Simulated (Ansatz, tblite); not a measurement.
Isomers of HfGe₁₀ (singlet), found by a short tight-binding search and relaxed with PBE-D4/def2-SVP in Ansatz.

In the def2 sets Hf takes a core potential; there is no spin–orbit coupling. The xTB rows come from tblite. Correlated methods freeze 90 core orbitals; core or outer-core shells of Hf, Ge are correlated, in sets that lack core-valence functions. Single mean-field runs in def2-TZVP are fitted with def2-universal-jkfit.

Run but left out: HF/def2-TZVP, MP2/def2-TZVP (A: restricted singlet, unstable towards broken spin symmetry).

A: The restricted singlet is unstable towards broken spin symmetry in Hartree–Fock (as tested in another run); at PBE-D4/def2-SVP, r2SCAN-D4/def2-TZVP, PBE0-D4/def2-SVP, PBE0-D4/def2-TZVP this wasn't settled. B: The restricted singlet is unstable towards broken spin symmetry in Hartree–Fock (as tested in another run); at PBE-D4/def2-SVP, r2SCAN-D4/def2-TZVP, PBE0-D4/def2-SVP, PBE0-D4/def2-TZVP this wasn't settled.

Other spin states weren't relaxed.

A:

Cartesian coordinates in Å:
```
Hf -1.141 -1.892 -1.146
Ge -1.181 1.293 1.312
Ge -0.838 1.124 -1.529
Ge 1.516 1.816 -2.349
Ge 1.062 1.849 2.195
Ge 0.859 -0.692 2.351
Ge 1.169 -2.147 0.179
Ge 0.874 -0.679 -2.251
Ge -1.343 -1.698 1.502
Ge -2.806 0.138 -0.260
Ge 1.829 0.888 -0.005
```

B:

```xyz
11

Hf    1.574   -2.118   -0.595
Ge    0.453   -1.720    1.694
Ge   -2.507   -0.361   -1.300
Ge   -0.062   -0.551   -2.267
Ge   -0.254    2.856    1.160
Ge    2.214    0.419   -1.487
Ge    1.445    0.712    1.023
Ge   -1.013   -2.355   -0.620
Ge    0.115    2.003   -1.266
Ge   -0.433    0.310    2.961
Ge   -1.533    0.804    0.697
```

Estimate which lies lowest at each level, and how far above it the others are (kcal/mol).


```tsv
level	A	B
GFN2-xTB	0.0	4.1
PBE-D4/def2-SVP	0.0	8.0
PBE-D4/def2-TZVP	0.0	7.8
r2SCAN-D4/def2-TZVP	0.0	7.9
PBE0-D4/def2-SVP	0.0	7.7
PBE0-D4/def2-TZVP	0.0	7.4
RPA@PBE/def2-TZVP	0.0	6.0
```
Point groups (tolerance 0.1 Å): A not assigned, B not assigned. Lower isomers may exist.
